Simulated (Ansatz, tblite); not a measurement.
Cost and result up the ladder for the cluster Ge2Te (3 atoms). The state is a singlet with charge 0. Geometry: PBE0-D4/def2-TZVP.

```tsv
atom	x (Å)	y (Å)	z (Å)
Ge1	-0.8564	1.1081	0.4538
Ge2	0.3544	-0.1183	-1.4240
Te3	0.5020	-0.9898	0.9702
```

Ansatz on 4 threads of Intel Xeon Platinum 8488C on a shared host; xTB runs through tblite on one thread. Times are rough, summed over both states, and most runs start from the orbitals of an earlier one. RPA@PBE/def2-TZVP serves as the yardstick here, not as an exact answer. The other state is a quintet at its own geometry.

In the def2 sets Te takes a core potential; there is no spin–orbit coupling. The xTB rows come from tblite. B3LYP takes the VWN-RPA correlation. HSE06 is defined as in plane-wave codes, on full-range PBE exchange. Correlated methods freeze 22 core orbitals; core or outer-core shells of Ge, Te are correlated, in sets that lack core-valence functions. HOMO above LUMO, or a gap near zero within one spin, warns that the state may not be the lowest or that an electron is smeared out. At PBE0-D4/def2-TZVP a singlet of charge 0 lies 2.97 eV below the quintet, each at its own geometry. The structure comes from a short search, and lower isomers may exist.

Correlated methods converge slowly with the basis.

xTB has no spin-polarisation term.

```tsv
level	functions	quintet − singlet (eV)	difference from RPA@PBE/def2-TZVP (eV)	remarks
GFN2-xTB	27	4.24	1.15	–
B97M-V/def2-TZVP	146	3.10	0.02	–
RPA@PBE/def2-TZVP	146	3.08	0.00	–
B3LYP-D4/def2-TZVP	146	3.08	-0.01	–
GFN1-xTB	27	4.18	1.10	–
r2SCANh-D4/def2-TZVP	146	2.86	-0.22	–
PBE-D4/def2-TZVP (with forces)	146	3.15	0.06	–
MP2/def2-TZVP	146	3.42	0.33	–
r2SCAN-D4/def2-TZVP	146	2.92	-0.16	–
HSE06-D4/def2-TZVP	146	2.96	-0.13	–
PBE0-D4/def2-TZVP	146	2.96	-0.12	–
LDA (SPW92)/def2-TZVP	146	3.67	0.59	gap within one spin near zero (quintet)
```

(1) Estimate how long each takes.

## Answers

(1) GFN1-xTB 0.004 s; GFN2-xTB 0.009 s; LDA (SPW92)/def2-TZVP 2 s; PBE-D4/def2-TZVP (with forces) 3.5 s; MP2/def2-TZVP 4 s; B3LYP-D4/def2-TZVP 4.5 s; RPA@PBE/def2-TZVP 4.7 s; PBE0-D4/def2-TZVP 4.8 s; HSE06-D4/def2-TZVP 5 s; r2SCANh-D4/def2-TZVP 6.1 s; r2SCAN-D4/def2-TZVP 7.9 s; B97M-V/def2-TZVP 14 s. On shared hardware such times vary by a factor of up to 3.
